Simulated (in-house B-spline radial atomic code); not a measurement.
The numbers below are computed, except where a source is named.
**Softness against transferability: the 4p channel of Rb**

Rb, [Kr] 5s1, non-relativistic LDA (VWN5), spherical and spin-unpolarised, from an all-electron radial atomic-structure program (B-spline basis) (atomic units). The all-electron 4p level is ε = -0.592170 hartree, its outermost node lies just inside 0.65 bohr and its outer maximum at 1.44 bohr.

Troullier-Martins pseudo-orbitals are made for several radii. The cutoffs (hartree) are the plane-wave energies beyond which the orbital holds less than the named kinetic energy per electron. The phase error is the difference, pseudo minus all-electron, of arctan(R P'/P) at R = 2.31 bohr for all radii, half a hartree below and above the level.

```
r_c (bohr)  V_l(0) (hartree)  cutoff for 10 mEh  for 1 mEh  for 0.1 mEh  phase error at ε − 0.5 (mrad)  at ε + 0.5 (mrad)
      1.08            -21.73               41.2       52.4          160                           -1.7               -2.3
      1.25             -4.09               8.82       31.7         61.8                           -1.0               -1.2
      1.44             -0.20               10.6       17.3         34.6                           -0.8               -0.9
      1.62             -0.72                9.5       16.4         32.3                           -0.9               -1.1
      1.81             -1.63               5.12       13.9         26.2                           -1.5               -1.7
      2.01             -2.27               4.87       11.3         15.5                           -2.8               -3.0
```

Problem. Which radius needs the lowest cutoff for 0.1 mEh while both phase errors stay within 1.8 mrad?

Solution. The radii within that limit are 1.25, 1.44, 1.62, 1.81 bohr; of these r_c = 1.81 needs the least, 26.2 hartree, that is 52.4 Ry or 713 eV.

Problem. What does the larger radius buy, and what does it cost?

Solution. From r_c = 1.08 to 2.01 bohr the cutoff for 1 mEh goes from 52.4 to 11.3 hartree, a factor of 4.64, against 3.46 for a pure 1/r_c² scaling, end to end; step by step it is 52.4, 31.7, 17.3, 16.4, 13.9, 11.3, and for 0.1 mEh 160, 61.8, 34.6, 32.3, 26.2, 15.5; the number of plane waves goes as the cutoff to the power 3/2, here a factor of 10.0. The larger of the two phase errors is least at r_c = 1.44 bohr, 0.9 mrad; it is 2.3 at the smallest radius and 3.0 at the largest. These errors test the reference atom alone. The smallest radius lies well inside the outer maximum, where the nodeless form must bend sharply to keep the norm, so it is both harder and scatters less well than the next. Large radii also let the cores of neighbours overlap, which an atom doesn't show.
